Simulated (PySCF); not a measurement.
CH5Ga, SMILES [CH3][GaH2]. Geometry optimised at TPSSh-D3(BJ)/def2-TZVP.

Q: Give the equilibrium geometry at TPSSh-D3(BJ)/def2-TZVP (PySCF confirms it by a frequency run) as Cartesian coordinates in Å. (Estimate from the structure and the level; the computed values follow.)

A: 
```xyz
7

Ga     0.0051    -0.2005    -0.3606
H     -1.3208    -0.3423    -1.1932
H      1.3327    -0.8065    -0.9434
C     -0.0140     0.7495     1.3693
H     -0.0720     1.8277     1.1823
H      0.8822     0.5581     1.9614
H     -0.8964     0.4803     1.9554
```
Charge 0, spin multiplicity 1.
